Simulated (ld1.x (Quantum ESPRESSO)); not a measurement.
# u(r) = r·R(r): atom against pseudo-atom (P)

Columns: radius, all-electron u(r) and pseudo u(r) of the 3p shell (level -14.31 eV) of phosphorus in the configuration [Ne] 3s2 3p2; LDA (PZ), scalar-relativistic, TM scheme, ld1.x (Quantum ESPRESSO) 7.5.

| r (bohr) | all-electron | pseudo |
| --- | --- | --- |
| 0.095 | 0.1377 | -0.0055 |
| 0.190 | 0.2854 | -0.0219 |
| 0.285 | 0.3334 | -0.0488 |
| 0.380 | 0.2963 | -0.0854 |
| 0.475 | 0.2063 | -0.1307 |
| 0.570 | 0.0895 | -0.1835 |
| 0.665 | -0.0364 | -0.2421 |
| 0.760 | -0.1599 | -0.3049 |
| 0.855 | -0.2745 | -0.3696 |
| 0.950 | -0.3766 | -0.4342 |
| 1.045 | -0.4647 | -0.4963 |
| 1.140 | -0.5385 | -0.5537 |
| 1.235 | -0.5983 | -0.6044 |
| 1.330 | -0.6450 | -0.6467 |
| 1.425 | -0.6798 | -0.6799 |
| 1.520 | -0.7038 | -0.7036 |
| 1.615 | -0.7184 | -0.7183 |
| 1.710 | -0.7247 | -0.7247 |
| 1.805 | -0.7240 | -0.7240 |
| 1.900 | -0.7174 | -0.7174 |
| 1.995 | -0.7059 | -0.7059 |
| 2.090 | -0.6903 | -0.6903 |
| 2.185 | -0.6715 | -0.6715 |
| 2.280 | -0.6503 | -0.6503 |
| 2.375 | -0.6271 | -0.6271 |
| 2.470 | -0.6025 | -0.6025 |

Question: How many radial nodes do the two functions have?

Answer: The all-electron 3p function has n − l − 1 = 1; the pseudo-wave has 0, since the states of the same l below it are removed with the core.

Question: At about which radius was the pseudo-wave matched?

Answer: 1.90 bohr. The columns agree to 0.0005 from 1.43 bohr on; several derivatives are matched, so the curves merge somewhat inside the radius.

Question: Where does each function peak?

Answer: Outermost all-electron maximum near 1.71 bohr, pseudo maximum near 1.71 bohr (to the table’s step).

Question: Is the pseudo-wave norm-conserving?

Answer: Yes: the TM scheme keeps the norm inside the radius equal to the all-electron one, which fixes the energy derivative of the logarithmic derivative at the level.
